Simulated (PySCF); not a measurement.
## IF₂⁺, singlet: data card

All numbers come from B3LYP/[I def2-TZVP with ECP28, F def2-TZVP], scalar-relativistic core potentials, density fitting, no spin–orbit coupling, PySCF.

The structure is a minimum.

Z-matrix (Å, degrees; charge 1 multiplicity 1):
```
I
F  1 1.8420
F  1 1.8420 2 96.40
```

```json
{"Point group": "C2v", "Bond lengths": "I–F 1.842 Å (×2)", "Bond angles": "F–I–F 96.4°", "Highest occupied level": "-15.44 eV", "Principal quadrupole moments (Buckingham, traceless) about the centre of mass": "-2.08, 0.03, 2.05 D Å", "Principal polarisabilities": "19.3, 26.5, 30.6 bohr³", "Entropy at 298.15 K and 1 bar": "279.1 J/(mol K)", "Rotational symmetry number": "2", "Enthalpy at 298.15 K above 0 K": "11.87 kJ/mol", "Zero-point energy": "9.8 kJ/mol", "Heat capacity Cp at 298.15 K": "47.7 J/(mol K)", "Dipole moment about the centre of mass": "2.67 D", "Rotational constants": "0.3825, 0.2353, 0.1457 cm⁻¹", "Lowest empty level": "-11.28 eV"}
```

Harmonic modes (masses in u: I 126.904, F 18.998):
| symmetry | ω (cm⁻¹) | IR (km/mol) | μ (u) | type |
| --- | --- | --- | --- | --- |
| a1 | 223 | 5.5 | 20.90 | bend |
| b2 | 703 | 50.3 | 21.62 | stretch |
| a1 | 708 | 21.6 | 21.22 | stretch |

In C2v the vibrations span 2a1 + b2. Here b1 is antisymmetric to the molecular plane and b2 lies in it.

Charges (e):
```
atom  Mulliken  Löwdin  polar tensor  Mayer order to I1
  I1      1.38    1.32          1.59                  –
F2,3     -0.19   -0.16         -0.29               1.12
```

Mulliken populations on I1 (electrons outside its core potential): s 3.93, p 9.33, d 10.25, f 0.10.

Counting electrons, iodine keeps 4 of its valence electrons outside its bonds, so the VSEPR class is AX2E2 and the expected shape is bent (C2v), as computed. The angle of 96° is close to 90°: the heavy centre bonds with nearly pure p orbitals and keeps its lone pair s-like.

Only a few start shapes were tried, so a lower isomer may exist.

The final relaxation and frequency run took 63 s on 4 threads of a shared Intel Xeon @ 2.50GHz (Skylake/Cascade Lake) host, with 112 basis functions and 11 gradients; the process peaked at 1 GiB.
